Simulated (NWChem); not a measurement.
Molecule: MoNH3O3; SMILES [O]=[Mo]([OH])(=[O])[NH2]

```xyz
8

Mo     0.0606     0.0138     0.0000
O      1.0250     0.0677    -1.3720
O      1.0250     0.0677     1.3720
O     -1.1392     1.4528     0.0000
H     -0.9295     2.3928     0.0000
N     -0.9466    -1.6218     0.0000
H     -1.1389    -2.1631    -0.8393
H     -1.1389    -2.1631     0.8393
```
Atoms are numbered in this order, from 1.

Computed with NWChem. Medium grid unless said otherwise, to which SCAN and Minnesota functionals are sensitive. The geometry was optimised at PBE0/def2-SVP. No frequency run checked for a minimum. def2 effective core potentials on Mo; no spin-orbit coupling. B3LYP is NWChem's, with the RPA form of VWN correlation. Total energies of different functionals are on different scales.

| level | energy (Ha) | highest occupied level (eV) | orbital gap (eV) | dipole (D) |
|---|---|---|---|---|
| B3LYP/def2-SVP | -350.3822 | -8.07 | 6.10 | 2.73 |
| PBE/def2-SVP | -350.1271 | -6.84 | 4.37 | 2.66 |
| MN15/def2-SVP | -349.9201 | -9.14 | 7.90 | 2.72 |
| M06-L/def2-SVP | -350.3684 | -7.19 | 4.70 | 2.65 |
| PW6B95/def2-SVP | -350.6646 | -8.47 | 6.72 | 2.73 |
| LC-BLYP (range parameter 0.33 per bohr)/def2-SVP | -349.6956 | -10.59 | 10.98 | 2.68 |
| SCAN/def2-SVP | -350.3143 | -7.24 | 4.73 | 2.75 |
| OLYP/def2-SVP | -350.3844 | -6.70 | 4.30 | 2.60 |
| PW91/def2-SVP | -350.3760 | -6.91 | 4.36 | 2.66 |
| B97-D/def2-SVP | -350.3868 | -6.86 | 4.29 | 2.64 |
